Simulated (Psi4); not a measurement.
propyl chloride (C$_{3}$H$_{7}$Cl), singlet, at a GFN2-xTB geometry, with bond 9-2 at 2.0 times its length. Base run: Psi4 with TPSS/6-31G*.

Here is a job for Psi4.
```
memory 2 GB

molecule {
0 1
  C     0.89556841   -0.62693231    0.00894819
  C     2.36249557   -0.21115776    0.02829502
  C    -0.00837571    0.59425323    0.00182904
  H     0.67244806   -1.23599530    0.88678452
  H     0.69409767   -1.23025825   -0.87803793
  H     3.00106085   -1.09029661    0.03327060
  Cl   -1.72614612    0.10884623   -0.02082132
  H     2.60373276    0.38459165   -0.84900501
  H     2.80168827    0.96887160    1.80191074
  H     0.13553048    1.19997169    0.89678449
  H     0.15739271    1.20576508   -0.88537060
}

set basis 6-31g*

energy('tpss')
print_variables()
```

Each row names what was changed in the base input (with any setting that the change needs).

| change | ΔE vs base (µEh) | SCF cycles | grid points | basis functions |
|---|---|---|---|---|
| base | 0.0 | 10 | 234268 | 78 |
| dft_radial_points = 35 | [?] | 10 | 111307 | 78 |
| level_shift = 1.0 | 0.0 | 12 | 234268 | 78 |
| scf_type = direct | 110 | 14 | 234268 | 78 |
| dft_spherical_points = 590 | 7.9 | 10 | 457098 | 78 |
| dft_pruning_scheme = robust | 0.2 | 10 | 160188 | 78 |
| dft_radial_scheme = mura | -0.6 | 10 | 237822 | 78 |
| scf_type = pk | 110 | 10 | 234268 | 78 |
| scf_type = dfdirj+cosx | 1.4 | 11 | 234268 | 78 |
| scf_type = disk_df | 0.0 | 10 | 234268 | 78 |
| guess = core | 0.0 | 16 | 234268 | 78 |
| df_basis_scf = def2-universal-jkfit | 38.2 | 10 | 234268 | 78 |
| dft_radial_points = 50 | -132 | 10 | 158550 | 78 |

Task: What belongs in the gaps?

Result: 
- dft_radial_points = 35, ΔE vs base (µEh): 4686
